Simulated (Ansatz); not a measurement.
CH5FO2Si2 (`O=C([SiH3])O[SiH2]F`). Charge 0, multiplicity 1. Geometry: relaxed with PBE0-D4/def2-TZVP. It is one conformer, not always the lowest.

```xyz
11

O    -0.308   -1.198   -0.973
C    -0.449   -0.274   -0.210
Si   -2.133    0.415    0.408
O     0.618    0.373    0.287
Si    2.111   -0.211   -0.241
F     3.141    0.741    0.509
H    -2.156    0.309    1.887
H    -3.207   -0.394   -0.208
H    -2.224    1.836   -0.002
H     2.272   -0.007   -1.690
H     2.334   -1.588    0.234
```

Task: What is the dipole moment at r2SCAN/def2-TZVPP? (An estimate is asked.)

Result: Ansatz gave: 1.20 D, with components (-1.08, 0.39, 0.36) D in this frame, pointing from negative to positive charge.

Task: And with PBE, B3LYP, ωB97M-V? (Best estimate.)

Result: Ansatz gave: PBE 1.12 D, B3LYP 1.27 D, ωB97M-V 1.35 D.

Task: Give the Mulliken charges with r2SCAN, PBE, ωB97M-V in def2-TZVPP. (An estimate is asked.)

Result: Ansatz gave: 
```
atom  r2SCAN    PBE  ωB97M-V
  O1   -0.33  -0.26    -0.32
  C2    0.27   0.20     0.23
 Si3    0.30   0.21     0.19
  O4   -0.34  -0.25    -0.33
 Si5    0.69   0.59     0.60
  F6   -0.32  -0.28    -0.31
  H7   -0.05  -0.03     0.00
  H8   -0.05  -0.03     0.00
  H9   -0.05  -0.03     0.00
 H10   -0.07  -0.06    -0.03
 H11   -0.07  -0.06    -0.03
```

B3LYP here is the variant with VWN-RPA as its local correlation; programs differ in this.
